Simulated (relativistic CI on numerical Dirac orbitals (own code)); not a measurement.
## Ligand-field terms of d7

Computed with a parametric ligand-field model of a d^n configuration (Racah B and C, spin-orbit zeta, crystal field), exact diagonalisation.

Field parameters in Wybourne normalisation: D3d B²₀ = −7Dσ, B⁴₀ = −14Dq − 21Dτ, B⁴₃ = −14√(10/7) Dq; D4h B²₀ = −7Ds, B⁴₀ = 21(Dq − Dt), B⁴₄ = 21√(5/14) Dq; Td as Oh with Dq negative (B⁴₀ = 21Dq, B⁴₄ = √(5/14) B⁴₀). The field is a parameter set, without covalency.

(1) Ground term and bands for B = 360, C = 1570, ζ = 0 cm⁻¹, Td, 10Dq = -11600 cm⁻¹?

(2) Ground term and bands for B = 780, C = 3360, ζ = 0 cm⁻¹, D4h, 10Dq = 14600, Ds = -1500, Dt = 590 cm⁻¹?

(3) Ground term and bands for B = 640, C = 2900, ζ = 0 cm⁻¹, D3d, 10Dq = 18350, Dσ = 1200, Dτ = 370 cm⁻¹?

(4) Ground term and bands for B = 490, C = 1790, ζ = 0 cm⁻¹, Td, 10Dq = -1800 cm⁻¹?

(5) Ground term and bands for B = 340, C = 1530, ζ = 0 cm⁻¹, D4h, 10Dq = 30100, Ds = -1050, Dt = -250 cm⁻¹?

## Answers

(1) Ground term 4A2 with 4.00 electrons in the two orbitals of the cubic e set. Spin-allowed: 4T2 11600 cm⁻¹ (862 nm), 4T1 15395 cm⁻¹ (650 nm), 4T1 24805 cm⁻¹ (403 nm). Lowest spin-forbidden: 2E 7434 cm⁻¹ (1345 nm), 2T1 7734 cm⁻¹ (1293 nm), 2T2 11487 cm⁻¹ (871 nm). With an A2 ground term the first spin-allowed band lies at |10Dq| itself.

(2) Ground term 4E with 2.04 electrons in the two orbitals of the cubic e set. Spin-allowed: 4A2 5937 cm⁻¹ (1684 nm), 4B2 8748 cm⁻¹ (1143 nm), 4E 13773 cm⁻¹ (726 nm), 4A2 17459 cm⁻¹ (573 nm). Lowest spin-forbidden: 2B1 5595 cm⁻¹ (1787 nm), 2A1 8207 cm⁻¹ (1218 nm), 2E 13692 cm⁻¹ (730 nm).

(3) Ground term 2E with 1.04 electrons in the two orbitals of the cubic e set. Spin-allowed: 2E 16024 cm⁻¹ (624 nm), 2A1 17399 cm⁻¹ (575 nm), 2E 17993 cm⁻¹ (556 nm), 2A2 18424 cm⁻¹ (543 nm). Lowest spin-forbidden: 4E 4281 cm⁻¹ (2336 nm), 4A2 9721 cm⁻¹ (1029 nm), 4E 22517 cm⁻¹ (444 nm).

(4) Ground term 4A2 with 4.00 electrons in the two orbitals of the cubic e set. Spin-allowed: 4T2 1800 cm⁻¹, 4T1 3158 cm⁻¹ (3166 nm), 4T1 9592 cm⁻¹ (1043 nm). Lowest spin-forbidden: 2E 8252 cm⁻¹ (1212 nm), 2T1 8538 cm⁻¹ (1171 nm), 2A1 9130 cm⁻¹ (1095 nm). With an A2 ground term the first spin-allowed band lies at |10Dq| itself.

(5) Ground term 2B1 with 1.01 electrons in the two orbitals of the cubic e set. Spin-allowed: 2A1 5414 cm⁻¹ (1847 nm), 2B2 29764 cm⁻¹ (336 nm), 2E 31030 cm⁻¹ (322 nm), 2E 33379 cm⁻¹ (300 nm). Lowest spin-forbidden: 4E 26262 cm⁻¹ (381 nm), 4A2 28132 cm⁻¹ (355 nm), 4E 56090 cm⁻¹ (178 nm).
